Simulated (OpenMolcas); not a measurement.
Dy2+: moving the ligands

Dy2+ with 8 ligands (fluoride) in square antiprismatic coordination (D4d) at 2.5 Å, a polar angle of 65.3° against the regular 57.3°. A charge of +0.75 e stands 2.4 Å behind each ligand. Ligand basis ANO-RCC-VDZP.
```
Dy    0.0000    0.0000    0.0000
F     2.0988    0.8693    1.0438
F    -0.8693    2.0988    1.0438
F    -2.0988   -0.8693    1.0438
F     0.8693   -2.0988    1.0438
F     2.0988   -0.8693   -1.0438
F     0.8693    2.0988   -1.0438
F    -2.0988    0.8693   -1.0438
F    -0.8693   -2.0988   -1.0438
```

- Program: OpenMolcas
- Method: CASSCF
- Basis: ANO-RCC-VDZP [7s6p4d2f1g]
- Scalar Hamiltonian: DKH2, point nucleus
- Active space: 10 electrons in 7 orbitals (4f)
- State averaging: 2S+1 = 5 even, 35 roots (33 in the spin-orbit step); 2S+1 = 3 even, 106 roots kept (CI in the orbitals of an earlier block); 2S+1 = 1 even, 43 roots kept (CI in the orbitals of an earlier block, 31 in the spin-orbit step)
- Spin-orbit coupling: state interaction with AMFI integrals over the reference wave functions

Runs around this geometry, states. Energies in cm-1 above the lowest state or level, χT in cm3 K/mol.

| R (Å) | Ground state | First state of that spin | First gap with spin-orbit (degeneracies) | Width of lowest J | χT at 300 K |
| --- | --- | --- | --- | --- | --- |
| 2.34 | 2S+1 = 5 | 2.7 | 20.3 (2, 1) | 496 | 13.829 |
| 2.5 | 2S+1 = 5 | 15.5 | 6.3 (2, 2) | 416 | 13.884 |
| 2.59 | 2S+1 = 5 | 21.3 | 0.2 (2, 2) | 377 | 13.903 |

Taking the width of the lowest J multiplet as R^-n, n = -ln(377 / 496) / ln(2.59 / 2.34) = 2.7 between the shortest and longest distance.

High states are left out of the spin-orbit mixing, which shifts the levels that they would mix with. Without dynamic correlation the ligand-field splitting of an f shell can come out too small, at times by half. No measured value stands beside these numbers; the geometry was imposed, not optimised, and the real ion may take another.

A state without a sure symmetry label is named by its multiplicity alone.
